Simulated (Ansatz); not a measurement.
`S[SiH2][SiH2][GeH3]` + HCl → `S[SiH2]Cl` + `[SiH3][GeH3]`  (cleavage of the Si–Si bond)

Computed with Ansatz on PBE0-D4/def2-TZVP structures; ΔE is electronic, products minus reactants. CCSD(T)/CBS adds triple-zeta CCSD(T) − MP2 to the extrapolated MP2 energy (def2 sets, frozen cores). This one scheme is used for every species. Functionals use def2-TZVPP. B3LYP here is the variant with VWN-RPA as its local correlation; programs differ in this. For Ge outer-core shells are correlated without core-valence functions, which leaves a few kJ/mol of doubt a bond. Scalar relativity is left out up to krypton. Each species was taken in one conformer, which may not be the lowest.

`S[SiH2][SiH2][GeH3]`:

Z-matrix (Å, degrees):
```
Si
Si 1 2.336
S 1 2.145 2 109.7
H 1 1.486 2 112.5 3 115.5
H 1 1.489 2 110.1 3 -123.2
Ge 2 2.381 1 108.8 3 58.2
H 2 1.488 1 109.4 3 -61.5
H 2 1.490 1 111.0 3 178.3
H 3 1.344 1 95.0 2 -52.3
H 6 1.538 2 110.1 1 63.8
H 6 1.537 2 111.7 1 -175.3
H 6 1.540 2 110.1 1 -55.1
```

HCl:

```xyz
2

Cl   -0.191   -0.607   -0.060
H     0.191    0.607    0.060
```

`S[SiH2]Cl`:

Z-matrix (Å, degrees):
```
Si
Cl 1 2.054
S 1 2.120 2 112.9
H 1 1.478 2 108.5 3 -116.6
H 1 1.479 2 106.5 3 122.3
H 3 1.344 1 94.3 2 70.4
```

`[SiH3][GeH3]`:

Cartesian coordinates in Å:
```
Si -0.782 -0.316 0.854
Ge 0.768 0.311 -0.837
H -2.100 0.323 0.601
H -0.287 0.115 2.187
H -0.959 -1.792 0.862
H 0.269 -0.139 -2.221
H 2.138 -0.339 -0.583
H 0.954 1.837 -0.863
```

```tsv
level	ΔE (kcal/mol)	difference from CCSD(T)/CBS
B3LYP-D4	-21.1	0.1
ωB97X-V	-21.9	-0.7
ωB97M-V	-23.0	-1.8
B2PLYP	-23.3	-2.1
PBE	-19.5	1.7
r2SCAN	-21.8	-0.6
PBE0	-20.5	0.7
B3LYP	-23.5	-2.3
CCSD/def2-TZVPP	-21.5	-0.3
CCSD(T)/def2-TZVPP	-20.7	0.5
HF/def2-QZVPP	-27.5	-6.3
MP2/def2-QZVPP	-22.8	-1.6
SCS-MP2/def2-QZVPP	-23.6	-2.4
HF/CBS(def2)	-27.5	-6.3
MP2/CBS(def2)	-23.0	-1.8
CCSD/CBS(def2)	-22.0	-0.8
CCSD(T)/CBS	-21.2	0
```

Largest T1 diagnostic among the species: 0.012.

The D4 term adds +2.3 kcal/mol with B3LYP and +1.4 kcal/mol with PBE0; it sums over pairs of atoms, weighted by their polarisabilities, and B3LYP, whose exchange is more repulsive, gets the larger term. In def2-TZVPP, CCSD(T) changes the Hartree–Fock value by +6.6 kcal/mol (the triples alone add +0.8 kcal/mol) and MP2 by +4.8 kcal/mol.
